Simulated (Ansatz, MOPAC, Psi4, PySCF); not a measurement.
Noncovalent pair: CHN (SMILES C#N) (first 3 atoms) with C2H6 (SMILES CC); geometry from B3LYP-D3(BJ)/def2-TZVP, rigid monomers moved along the line of their centres of mass till C1···C4 is 3.15 Å.
(charge 0, multiplicity 1):
```xyz
11

C     -0.6506     0.1323     0.3223
N      0.4709     0.1111     0.0874
H     -1.6929     0.1518     0.5470
C     -0.7311     0.0202     3.4678
C      0.7930    -0.0133     3.5279
H     -1.1237    -0.8358     2.9137
H     -1.0874     0.9297     2.9783
H     -1.1728    -0.0072     4.4659
H      1.1477    -0.9202     4.0213
H      1.1840     0.8401     4.0853
H      1.2290     0.0140     2.5285
```

Counterpoise-corrected where a basis set is named; no monomer relaxation. Rows marked so take none.

Cores are frozen in the correlated methods. Rows in 6-311+G**, 6-31G* carry no dispersion term and start afresh at each structure (6-31G* with six Cartesian d functions). The state reached by AM1, PM7 isn't checked; PM7 holds dispersion and hydrogen-bond terms.

Run with Ansatz (a program for electronic structure); MOPAC for AM1, PM7 (differences of heats of formation); Psi4 for SAPT; PySCF for 6-311+G** rows, 6-31G* rows, the dispersion terms. Each number belongs to the level named beside it.

```tsv
level	interaction energy (kcal/mol)
AM1	1.29
PM7	-0.58
HF/aug-cc-pVDZ	2.55
r2SCAN/def2-TZVPPD	-0.04
r2SCAN-D4/def2-TZVPPD	-0.44
B3LYP/6-311+G** (no counterpoise)	1.56
PBE0-D3(BJ)/def2-TZVPPD	-0.61
M06-2X/6-31G* (no counterpoise)	-1.22
SAPT0/jun-cc-pV(D+d)Z	…
```

Q: Some entries are withheld; supply them.

A: 
- SAPT0/jun-cc-pV(D+d)Z, interaction energy (kcal/mol): 0.27
